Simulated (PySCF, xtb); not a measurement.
B(OMe)(SH)2 (CH5BOS2), SMILES COB(S)S.

GFN2-xTB run with xtb at its own geometry gives an orbital gap of 4.83 eV and a dipole moment of 2.81 D.

Coordinates come from a PBE0-D3(BJ)/def2-SVP optimisation. The structure was generated by enumeration, and PubChem lists no compound with its InChIKey, so it may never have been made. One conformer was computed; it need not be the lowest.

Problem. What does PBE/def2-TZVP run with PySCF give? (Estimate from the structure and the level; the computed values follow.)

Solution. gap 5.33 eV (levels -6.12 and -0.79 eV), dipole 1.31 D.
